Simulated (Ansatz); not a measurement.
`N[SiH2][TeH]` + H₂Se → `[SeH][SiH2][TeH]` + NH₃  (ligand exchange at the Si–N bond)

Program: Ansatz. Geometries: PBE0-D4/def2-TZVP. ΔE: electronic, gas phase. CBS: MP2 limit from def2 TZ/QZ plus the TZ coupled-cluster correction, frozen cores. This one scheme is used for every species. DFT in def2-TZVPP. B3LYP here is the variant with VWN-RPA as its local correlation; programs differ in this. HSE06 is defined as in plane-wave codes. def2 core potentials past Kr. For Se, Te outer-core shells are correlated without core-valence functions, which leaves a few kJ/mol of doubt a bond. Scalar relativity is left out up to krypton. One conformer a species, not always the lowest.

```csv
level,ΔE (kJ/mol),difference from CCSD(T)/CBS
PBE-D4,-17.4,-2.8
revPBE-D4,-17.3,-2.7
BLYP-D4,-9.3,5.3
r2SCAN-D4,-11.2,3.4
B97M-V,-9.2,5.4
PBE0-D4,-16.8,-2.2
B3LYP-D4,-9.2,5.4
r2SCAN0-D4,-12.0,2.6
HSE06-D4,-17.1,-2.5
BHLYP-D4,-9.5,5.1
ωB97X-V,-8.9,5.7
ωB97M-V,-8.6,6.0
B2PLYP,-7.4,7.2
PBE-QIDH,-14.2,0.4
PBE,-15.0,-0.4
revPBE,-16.5,-1.9
BLYP,-4.8,9.8
r2SCAN,-10.9,3.7
PBE0,-14.5,0.1
r2SCANh,-11.1,3.5
r2SCAN0,-11.4,3.2
HSE06,-14.7,-0.1
BHLYP,-2.9,11.7
CAM-B3LYP,-0.1,14.5
LC-ωPBE,-8.4,6.2
RPA@PBE/def2-TZVPP,-8.4,6.2
HF/def2-SVP,0.6,15.2
MP2/def2-SVP,-7.6,7.0
CCSD/def2-SVP,-3.8,10.8
CCSD(T)/def2-SVP,-4.9,9.7
HF/def2-TZVPP,-0.3,14.3
MP2/def2-TZVPP,-14.0,0.6
SCS-MP2/def2-TZVPP,-9.7,4.9
CCSD/def2-TZVPP,-8.0,6.6
HF/def2-QZVPP,0.7,15.3
MP2/def2-QZVPP,-16.3,-1.7
SCS-MP2/def2-QZVPP,-11.5,3.1
HF/CBS(def2),0.9,15.5
MP2/CBS(def2),-18.6,-4.0
CCSD/CBS(def2),-12.6,2.0
CCSD(T)/CBS,-14.6,0
```

Largest T1 diagnostic among the species: 0.011.

Leaving LDA and LC-ωPBE aside and taking each functional with its dispersion term where it has one, the values, not all of them listed here, spread over 14.7 kJ/mol, from PBE-D4 to CAM-B3LYP-D4. LDA lies +7.1 kJ/mol from PBE without D4. In def2-TZVPP, CCSD(T) changes the Hartree–Fock value by −9.7 kJ/mol (the triples alone add −2.0 kJ/mol) and MP2 by −13.7 kJ/mol. The D4 term adds −4.4 kJ/mol with B3LYP and −2.2 kJ/mol with PBE0; it sums over pairs of atoms, weighted by their polarisabilities, and B3LYP, whose exchange is more repulsive, gets the larger term.
